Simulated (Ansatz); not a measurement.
| atom | x (Å) | y (Å) | z (Å) |
| --- | --- | --- | --- |
| C | 0.0000 | 0.0000 | -0.5692 |
| F | 0.0000 | 0.0000 | 0.6851 |
| H | 0.0000 | -0.9532 | -0.9169 |
| H | -0.8255 | 0.4766 | -0.9169 |
| H | 0.8255 | 0.4766 | -0.9169 |

Basis set: def2-TZVP (spherical functions). Correlated methods keep 2 orbitals frozen. Charge 0, multiplicity 1.

Computed with Ansatz (development build ahead of 0.2.0); each method stands on the lowest determinant of its kind that the runs found. Restricted open shells among the atoms or ions are ROHF, correlated in semicanonical orbitals with singles.

Task: Give the atomization energy at this shape (free ground-state atoms in the same class of orbitals less the molecule, no zero-point energy) of singlet CH₃F by RHF-MP2, RHF.

Result:

| method | atomization energy |
| --- | --- |
| RHF-MP2 | 17.12 eV |
| RHF | 13.20 eV |

Caution: no unrestricted run beside it, a lower state can exist; the shape is not the minimum.
